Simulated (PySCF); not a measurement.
H4BBrO2Si, SMILES B(O)(O)[SiH2]Br, PBE/def2-SVP optimised geometry.

```
9

O      1.22     0.66     0.00
B      0.53    -0.52     0.00
O      1.20    -1.71     0.00
Si    -1.51    -0.52     0.00
Br    -2.03     1.71     0.00
H      0.60     1.43     0.00
H      2.16    -1.57     0.00
H     -2.16    -1.12     1.22
H     -2.16    -1.12    -1.22
```

Density from PBE/def2-TZVP run with PySCF at that geometry.

Minimum of the electron density along straight lines between bonded atoms, close to the bond critical point (lines longer than 1.1 times the sum of covalent radii, or with two minima, are not listed):

```json
[
 {"bond": "O1–B2", "length / Å": "1.365", "ρ at the minimum / e bohr⁻³": "0.209", "∇²ρ there / e bohr⁻⁵": "0.86", "position (fraction from the first atom)": "0.67"},
 {"bond": "B2–O3", "length / Å": "1.364", "ρ at the minimum / e bohr⁻³": "0.210", "∇²ρ there / e bohr⁻⁵": "0.86", "position (fraction from the first atom)": "0.33"},
 {"bond": "B2–Si4", "length / Å": "2.043", "ρ at the minimum / e bohr⁻³": "0.111", "∇²ρ there / e bohr⁻⁵": "-0.13", "position (fraction from the first atom)": "0.60"},
 {"bond": "Si4–Br5", "length / Å": "2.285", "ρ at the minimum / e bohr⁻³": "0.080", "∇²ρ there / e bohr⁻⁵": "0.04", "position (fraction from the first atom)": "0.36"},
 {"bond": "O1–H6", "length / Å": "0.981", "ρ at the minimum / e bohr⁻³": "0.339", "∇²ρ there / e bohr⁻⁵": "-2.23", "position (fraction from the first atom)": "0.80"},
 {"bond": "O3–H7", "length / Å": "0.979", "ρ at the minimum / e bohr⁻³": "0.342", "∇²ρ there / e bohr⁻⁵": "-2.22", "position (fraction from the first atom)": "0.80"},
 {"bond": "Si4–H8", "length / Å": "1.505", "ρ at the minimum / e bohr⁻³": "0.118", "∇²ρ there / e bohr⁻⁵": "0.11", "position (fraction from the first atom)": "0.49"},
 {"bond": "Si4–H9", "length / Å": "1.505", "ρ at the minimum / e bohr⁻³": "0.118", "∇²ρ there / e bohr⁻⁵": "0.11", "position (fraction from the first atom)": "0.49"}
]
```
